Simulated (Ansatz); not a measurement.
`SC1N[SiH2]1` + H₂ → `C1N[SiH2]1` + H₂S at 298.15 K and 1 bar (hydrogenolysis of a C–S bond).

Calculated with Ansatz (gas phase, PBE0-D4/def2-TZVP geometries, no zero-point term in ΔE). CBS: MP2 limit from def2 TZ/QZ plus the TZ coupled-cluster correction, frozen cores. This one scheme is used for every species. Each species was taken in one conformer, which may not be the lowest.

```
      species  CCSD(T)/CBS energy (Eh)  H − E (kJ/mol)  S (J/(mol·K))
`SC1N[SiH2]1`               -782.57313           170.6          307.3
           H₂                 -1.17544            35.1          130.4
 `C1N[SiH2]1`               -384.79623           167.2          268.2
          H₂S               -398.97279            49.9          205.7
```

H − E and S are ideal-gas, rigid-rotor, harmonic terms from PBE0-D4/def2-TZVP, for one conformer and one mirror image of each species. The MP2-based limit puts H₂ 0.8 mEh under its directly extrapolated value; such offsets cancel only in part. 1 Eh = 2625.50 kJ/mol, R = 8.31446 J/(mol·K).

Q: By hand: ΔE, ΔH, ΔS and ΔG.

A: ΔE = (-384.79623) + (-398.97279) − (-782.57313) − (-1.17544) = -0.02045 Eh = -53.7 kJ/mol. Δ(H − E) = 167.2 + 49.9 − 170.6 − 35.1 = 11.4, so ΔH = -42.3 kJ/mol. ΔS = 268.2 + 205.7 − 307.3 − 130.4 = 36.2 J/(mol·K). ΔG = -42.3 − 298.15 × (36.2)/1000 = -53.1 kJ/mol.

Q: By hand: the equilibrium constant, and the temperature at which ΔG would vanish if ΔH and ΔS stayed fixed.

A: log₁₀ K = −ΔG/(RT ln 10) = 9.3. ΔH and −TΔS have one sign here, so there is no such temperature.

ΔH outweighs TΔS. A doubt of 5 kJ/mol in ΔE shifts log₁₀ K by 0.9 here. Other conformers and mirror images would add mixing entropy, several J/(mol·K) or more a flexible species. These are equilibria of isolated gas molecules and say nothing of rates. Largest T1 diagnostic: 0.013 (customary marks: 0.02 for closed shells, 0.045 for open ones).
